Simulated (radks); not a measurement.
Task: All-electron atom: Cr in [Ar] 3d5 4s1 (the NIST ground configuration). Calculated with a radial shooting solver on a logarithmic mesh with Libxc functionals: non-relativistic Kohn-Sham, revTPSS, spin-polarised, spherical densities, point nucleus; open shells are filled with parallel spins first; meta-GGA in the generalised Kohn-Sham scheme. Some entries of the table are withheld. Estimate them.

orbital,occ.,eigenvalue (hartree),<r> (bohr),<1/r> (bohr^-1)
1s up,1,-214.8779,0.06413,23.54
1s down,1,-214.8773,0.06413,23.54
2s up,1,-24.25785,0.2958,4.981
2s down,1,-24.20727,0.2952,4.990
2p up,3,-20.53363,0.2613,4.916
2p down,3,-20.48959,0.2608,4.924
3s up,1,-2.72947,0.9106,1.543
3s down,1,-2.56884,0.9117,1.539
3p up,3,-1.70218,(1),1.414
3p down,3,-1.53465,(2),1.408
4s up,1,-0.15882,3.344,(3)
3d up,5,-0.13691,1.463,0.9809
4p up,0,-0.03967,5.000,0.2616

Result: 
(1) 3p up <r> (bohr): 0.9709
(2) 3p down <r> (bohr): 0.9743
(3) 4s up <1/r> (bohr^-1): 0.3869
